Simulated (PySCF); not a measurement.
# Basis and Hamiltonian dependence of the electron affinity of Sn

Sn⁻ [Kr] 4d10 5s2 5p3 (4S) → Sn [Kr] 4d10 5s2 5p2 (3P). All values are computed (PySCF 2.14, energy differences of UHF-based or UKS calculations, no spin-orbit coupling). Values in eV.

```tsv
basis	Hamiltonian	functions	UHF	LDA	PBE0	MP2 (valence)	CCSD(T) (valence)	CCSD(T) (valence and next inner shell)
aug-cc-pVDZ-PP with ECP28MDF	ECP	32	0.968	1.550	1.414	1.300	1.301	n/a
aug-cc-pVTZ-PP with ECP28MDF	ECP	55	0.958	1.545	1.409	1.363	1.390	n/a
def2-TZVPPD with the def2 core potential (28 electrons)	ECP	56	0.904	1.450	1.330	1.278	1.298	1.302
x2c-TZVPPall with one added diffuse shell each of s, p, d, f type	spin-free X2C	76	0.973	1.561	1.427	1.369	1.398	1.396
def2-QZVPPD with the def2 core potential (28 electrons)	ECP	88	0.933	1.497	1.369	1.344	1.369	n/a
aug-cc-pVQZ-PP with ECP28MDF	ECP	92	0.954	1.550	1.412	1.380	1.406	n/a
aug-cc-pwCVTZ-PP with ECP28MDF	ECP	96	0.951	1.543	1.406	1.356	1.385	n/a
aug-cc-pVQZ-DK3	spin-free X2C	102	0.959	1.557	1.420	1.382	1.408	n/a
aug-cc-pwCVTZ-DK3	spin-free X2C	109	0.955	1.553	1.414	1.359	1.388	n/a
aug-cc-pVQZ-PP with one added diffuse shell each of s, p, d, f, g type with ECP28MDF	ECP	117	0.954	1.551	1.413	1.381	n/a	n/a
aug-cc-pwCVTZ-DK3 with one added diffuse shell each of s, p, d, f type	spin-free X2C	125	0.955	1.557	1.416	1.359	n/a	n/a
x2c-QZVPPall with one added diffuse shell each of s, p, d, f type	spin-free X2C	128	0.957	1.555	1.418	1.373	n/a	n/a
dyall-av2z	non-relativistic	130	1.060	1.628	1.516	1.392	1.382	n/a
```

Q: Estimate the row for aug-cc-pVTZ-DK3 (spin-free X2C, 68 functions).

A: From the rows with the same Hamiltonian and similar size; the calculation gives UHF 0.96; LDA 1.56; PBE0 1.42; MP2 (valence) 1.36; CCSD(T) (valence) 1.39 (eV).

Extrapolation of CCSD(T) (valence) from aug-cc-pVTZ-PP with ECP28MDF and aug-cc-pVQZ-PP with ECP28MDF: the correlation parts are 0.432 and 0.452 eV; with the X⁻³ form and unrounded values, (4³ × 0.452 − 3³ × 0.432)/(4³ − 3³) = 0.466 eV, and adding the Hartree-Fock value 0.954 eV of the larger basis gives 1.420 eV.

Extrapolation of CCSD(T) (valence) from aug-cc-pVTZ-DK3 and aug-cc-pVQZ-DK3: the correlation parts are 0.430 and 0.450 eV; with the X⁻³ form and unrounded values, (4³ × 0.450 − 3³ × 0.430)/(4³ − 3³) = 0.464 eV, and adding the Hartree-Fock value 0.959 eV of the larger basis gives 1.422 eV.

Frozen in the all-electron rows: valence: [Kr] 4d10; valence and next inner shell: [Ar] 3d10; with a core potential, the same shells as far as they lie outside it.

Non-relativistic rows lack the scalar-relativistic shift.

In most of these bases the highest occupied level of the anion is positive at LDA, PBE0, so the basis helps to hold the electron.

Between the lowest levels the reference is 1.112 eV (measured; photodetachment measurements, as compiled on the Wikipedia data page of electron affinities); it includes spin-orbit coupling, which these numbers lack.
